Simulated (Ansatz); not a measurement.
Ti₄⁺. The state is a sextet with charge 1. Geometry PBE-D4/def2-SVP; atoms count from 1.

```
atom    x (Å)    y (Å)    z (Å)
 Ti1  -1.0561   0.4557  -0.9912
 Ti2   1.1970   0.9314  -0.0718
 Ti3  -0.5783   0.0265   1.4037
 Ti4   0.4374  -1.4136  -0.3406
```

The structure comes from a short search, and lower isomers may exist.

(1) Estimate the Mulliken populations from the PBE0/def2-TZVP orbitals of Ansatz.

(2) Where does the spin sit?

(3) And the Mayer bond orders between bonded heavy atoms (over 0.3)?

Answers

(1) 
```json
{"atom": "Ti1", "charge (e)": "0.25", "spin (α − β)": "1.25", "d electrons": "2.78"}
{"atom": "Ti2", "charge (e)": "0.25", "spin (α − β)": "1.25", "d electrons": "2.78"}
{"atom": "Ti3", "charge (e)": "0.25", "spin (α − β)": "1.25", "d electrons": "2.78"}
{"atom": "Ti4", "charge (e)": "0.25", "spin (α − β)": "1.25", "d electrons": "2.78"}
```
Mulliken values and Mayer orders depend strongly on the basis.

(2) Summed by element: Ti 5.00, of 5 unpaired in all. Largest on single atoms: Ti1 1.25, Ti3 1.25, Ti2 1.25.

(3) Ti1–Ti2 1.46 (2.48 Å); Ti1–Ti3 1.46 (2.48 Å); Ti1–Ti4 1.46 (2.48 Å); Ti2–Ti3 1.46 (2.48 Å); Ti2–Ti4 1.46 (2.48 Å); Ti3–Ti4 1.46 (2.48 Å).
